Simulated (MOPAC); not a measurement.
MOPAC input (PM3):

```
PM3 1SCF UHF MS=0.5 GEO-OK AUX(PRECISION=9) THREADS=1
HSi

Si   -0.00000000 1   -0.00000000 1   -0.10196874 1
H     0.00000000 1    0.00000000 1    1.42756239 1
```

From the last part of the output:

```
                                                       MOPAC v23.2.5 Linux

          FINAL HEAT OF FORMATION =         94.05223 KCAL/MOL =     393.51454 KJ/MOL

          COSMO AREA              =         77.11 SQUARE ANGSTROMS
          COSMO VOLUME            =         63.25 CUBIC ANGSTROMS

          IONIZATION POTENTIAL    =          7.123365 EV
          ALPHA SOMO LUMO (EV)    =         -7.123 -2.761
          BETA  SOMO LUMO (EV)    =         -8.544 -1.857
          NO. OF ALPHA ELECTRONS  =          3
          NO. OF BETA  ELECTRONS  =          2
          MOLECULAR WEIGHT        =         29.0934         POINT GROUP:  C*v

          MOLECULAR DIMENSIONS (Angstroms)

            Atom       Atom       Distance
            H     2   Si     1     1.52953
            H     2   Si     1     0.00000
           Si     1    H     2     0.00000

          SCF CALCULATIONS        =          1

   ATOM   CHEMICAL          X               Y               Z
  NUMBER   SYMBOL      (ANGSTROMS)     (ANGSTROMS)     (ANGSTROMS)

     1      Si         -0.00000000  *  -0.00000000  *  -0.10196874  *
     2       H          0.00000000  *   0.00000000  *   1.42756239  *

                             CARTESIAN COORDINATES

   1   Si       -0.000000000    -0.000000000    -0.101968740
   2    H        0.000000000     0.000000000     1.427562390

           Empirical Formula: H Si  =     2 atoms

      MOLECULAR POINT GROUP   :   C*v

          ALPHA EIGENVALUES
 -13.49717  -9.13841  -7.12336  -2.76110   2.07340

           BETA EIGENVALUES
 -13.36010  -8.54438  -1.85693  -0.25886   2.12869

              NET ATOMIC CHARGES AND DIPOLE CONTRIBUTIONS

  ATOM NO.   TYPE          CHARGE      No. of ELECS.   s-Pop       p-Pop
    1         Si           0.243673        3.7563     1.88202     1.87431
    2          H          -0.243673        1.2437     1.24367
 DIPOLE           X         Y         Z       TOTAL
 POINT-CHG.     0.000     0.000    -1.790     1.790
 HYBRID         0.000    -0.000     2.426     2.426
 SUM            0.000    -0.000     0.636     0.636

          ATOMIC ORBITAL ELECTRON POPULATIONS

     Atom    s        px        py        pz
    1 Si   1.88202   1.00000   0.00000   0.87431
    2  H   1.24367

                    (SZ)    =    0.500000
                    (S**2)  =    0.770251

          ATOMIC ORBITAL SPIN POPULATIONS

    Atom   Total    s     px     py     pz
         Atomic
    1 Si  1.1325 -0.006  1.000  0.000  0.138
    2  H -0.1325 -0.132

 **********************
 *                    *
 * JOB ENDED NORMALLY *
 *                    *
 **********************

 == MOPAC DONE ==
```
